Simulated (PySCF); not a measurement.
Successive ionisation energies of one element at GMP2 (screened spin-orbit), starting from the ion with 37 electrons. Calculated with PySCF 2.14, two-component X2C-1e (Gaussian nucleus, no Breit or QED terms), each ion in its own even-tempered basis; GMP2 freezes the deep shells of the larger ions and drops the highest virtual spinors; eV.

476.39, 596.81, 629.18, 664.93, 698.91, 751.67, 788.69, 872.62, 909.26, 1595.0, 1674.0, 1759.3

Task: Which element is it?

Result: Caesium (Cs, Z = 55); the list starts at Cs(18+). The hydrogenic estimate 13.606 eV × (q + 1)²/n² with q = 18 and n = 4 gives 306.98 eV for the first entry, a lower bound because the other electrons screen the nucleus only in part.
